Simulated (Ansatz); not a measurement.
An input meant for Ga(PH3)H3 (GaPH6) (charge 0, singlet; with a point charge).

```yaml
crystal:
  periodic: [false, false, false]
  atoms:
    - {symbol: Ga, position_ang: [-0.005123, 0.010980, -1.450052]}
    - {symbol: P, position_ang: [0.001957, -0.003456, 1.072656]}
    - {symbol: H, position_ang: [0.693455, 1.008728, 1.769680]}
    - {symbol: H, position_ang: [0.546273, -1.117894, 1.743474]}
    - {symbol: H, position_ang: [-1.222254, 0.072172, 1.768408]}
    - {symbol: H, position_ang: [1.560545, -0.016768, -1.634468]}
    - {symbol: H, position_ang: [-0.765231, 1.379072, -1.637245]}
    - {symbol: H, position_ang: [-0.809632, -1.332834, -1.632453]}
basis:
  gaussian: {orbitals: def2-mTZVPP, point_charges: [{charge: 1.00, position_ang: [4.963, 0.901, -0.781]}]}
hamiltonian: {xc: {name: HF}}
correlation: {active_space: {window: {electrons: 6, orbitals: 2}}}
scf: {omitted_lower_state_checks: [starts]}
output: {forces: true}
```

```sh
$ ansatz run in.yaml --threads 4 --pin off --events-out ev --progress --plain --max-ram 3916MiB
```

Shortened log:

```
Functional definition: HF
879 factors; integrals over basis functions are off by at most 1.8e-3 eV
mean field evaluation 1: about -61699.5970 eV, gradient 1.4e1 eV
mean field evaluation 2: about -61699.5986 eV, gradient 1.4e1 eV
mean field evaluation 4: about -61700.6082 eV, gradient 2.2e0 eV
mean field evaluation 8: about -61700.6202 eV, gradient 7.0e-5 eV
mean field -61700.62021500 eV, -2267.4559707188 hartree, gradient 2.8e-6 eV, S^2 0.000000; 0 other end points of the search recorded, 0 dependent functions left out
reference -61700.62021500 eV, -2267.4559707188 hartree; 26, 26 occupied and 67, 67 virtual orbitals, 879 factors
Error: 6 electrons in 2 orbitals form no window around the highest filled level of the reference
```

(1) Something in this input is off. What?

Results:

(1) The active space doesn't fit the electrons. The run stopped with an error.
